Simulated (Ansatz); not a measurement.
Consider the formal exchange of groups at the Si–B bond: `[SiH3]B([SiH3])[SiH3]` + `CC[SeH]` → `[SiH3]CC[SeH]` + `[SiH3]B[SiH3]`.

Computed with Ansatz on PBE0-D4/def2-TZVP structures; ΔE is electronic, products minus reactants. CCSD(T)/CBS is the MP2 limit (def2-TZVPP, def2-QZVPP) plus CCSD(T) − MP2 in def2-TZVPP, frozen cores. DFT in def2-TZVPP. B3LYP here is the variant with VWN-RPA as its local correlation; programs differ in this. For Se outer-core shells are correlated without core-valence functions, which leaves a few kJ/mol of doubt a bond. Scalar relativity is left out up to krypton. Each species was taken in one conformer, which may not be the lowest.

`[SiH3]B([SiH3])[SiH3]`:

Cartesian coordinates in Å:
```
Si -1.242 1.350 0.827
B -0.043 0.008 -0.043
Si -0.616 -1.882 -0.354
Si 1.824 0.543 -0.520
H -0.909 2.758 0.475
H -2.697 1.132 0.599
H -0.969 1.170 2.287
H 0.125 -2.553 -1.458
H -0.252 -2.573 0.922
H -2.076 -2.066 -0.579
H 2.805 -0.577 -0.519
H 1.677 1.025 -1.930
H 2.373 1.663 0.293
```

`CC[SeH]`:

Cartesian coordinates in Å:
```
C 0.979 0.035 -0.082
C -0.377 -0.109 0.573
Se -1.833 0.748 -0.417
H 1.753 -0.427 0.539
H 1.237 1.085 -0.228
H 0.999 -0.453 -1.059
H -0.403 0.385 1.547
H -0.648 -1.152 0.729
H -1.706 -0.111 -1.602
```

`[SiH3]CC[SeH]`:

Z-matrix (Å, degrees):
```
Si
C 1 1.884
H 1 1.488 2 110.2
H 1 1.487 2 110.5 3 120.3
H 1 1.488 2 110.1 3 -119.4
C 2 1.515 1 112.6 3 60.1
H 2 1.094 1 108.8 3 -177.3
H 2 1.095 1 108.2 3 -62.2
Se 6 1.962 2 114.6 1 177.6
H 6 1.090 2 112.1 1 -59.5
H 6 1.092 2 111.5 1 60.6
H 9 1.469 6 94.9 2 63.8
```

`[SiH3]B[SiH3]`:

Cartesian coordinates in Å:
```
Si -1.639 -0.698 0.147
B -0.208 0.706 0.209
Si 1.743 0.373 -0.120
H -2.156 -0.659 -1.256
H -2.780 -0.412 1.059
H -1.151 -2.078 0.413
H -0.558 1.845 0.337
H 1.945 0.658 -1.574
H 2.175 -1.027 0.134
H 2.628 1.291 0.650
```

(1) Is it downhill or uphill in electronic energy at CCSD(T)/CBS, and by how much? (Estimate.)

(2) What do these levels give: PBE-D4, ωB97M-V, B2PLYP, PBE, PBE0, B3LYP, CCSD/def2-TZVPP, HF/def2-QZVPP, MP2/def2-QZVPP, SCS-MP2/def2-QZVPP, MP2/CBS(def2), CCSD/CBS(def2)? (An estimate is asked.)

Largest T1 diagnostic among the species: 0.015.

## Answers

(1) Ansatz gave: Uphill: ΔE = +0.10 eV.

(2) The calculation gave: PBE-D4 0.22, ωB97M-V 0.07, B2PLYP 0.07, PBE 0.20, PBE0 0.16, B3LYP 0.09, CCSD/def2-TZVPP 0.08, HF/def2-QZVPP 0.00, MP2/def2-QZVPP 0.05, SCS-MP2/def2-QZVPP 0.03, MP2/CBS(def2) 0.05, CCSD/CBS(def2) 0.09 eV.

From PBE to PBE0 (25 % exact exchange), in def2-TZVPP and without D4, ΔE moves by −0.03 eV. In def2-TZVPP, CCSD(T) changes the Hartree–Fock value by +0.09 eV (the triples alone add +0.02 eV) and MP2 by +0.04 eV.
